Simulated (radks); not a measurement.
Values are calculated unless marked as measured or tabulated.
Valence configurations of the dysprosium ion Dy+ (all share [Xe]). Level of theory: Dirac Kohn-Sham, PBE, spin-unpolarised, spherical densities, point nucleus; open shells fill j = l - 1/2 first (a radial shooting solver on a logarithmic mesh with Libxc functionals). Energies are relative to 4f10 6s1; eigenvalues in eV.

valence	E (eV)	e(4f5/2)	e(4f7/2)	e(5d3/2)	e(6p1/2)	e(6s1/2)
4f10 6s1	0.000	-9.905	-9.030	-	-	-8.840
4f10.5 6s0.5	0.575	-6.543	-5.699	-	-	-8.082
4f10 5d0.5 6s0.5	0.960	-8.996	-8.122	-6.422	-	-8.435
4f9.5 6s1 6p0.5	2.561	-14.450	-13.542	-	-6.539	-9.962
4f9 5d1 6s1	4.202	-15.899	-14.962	-8.409	-	-9.499
4f9 6s1 6p1	7.083	-19.412	-18.471	-	-7.316	-11.032
4f8.5 5d1 6s1.5	7.857	-20.433	-19.464	-9.873	-	-10.241
4f8.5 5d1.5 6s1	8.120	-19.214	-18.245	-9.090	-	-9.770
4f8 5d1 6s2	13.484	-25.323	-24.321	-11.439	-	-10.978
4f7.5 5d1 6s1.5 6p1	25.432	-31.596	-30.561	-13.950	-8.062	-12.276

NIST lists [Xe] 4f10 6s1 as the ground configuration; this level of theory agrees among the configurations tried. The energies are those of spherical spin-averaged densities, not of single terms.
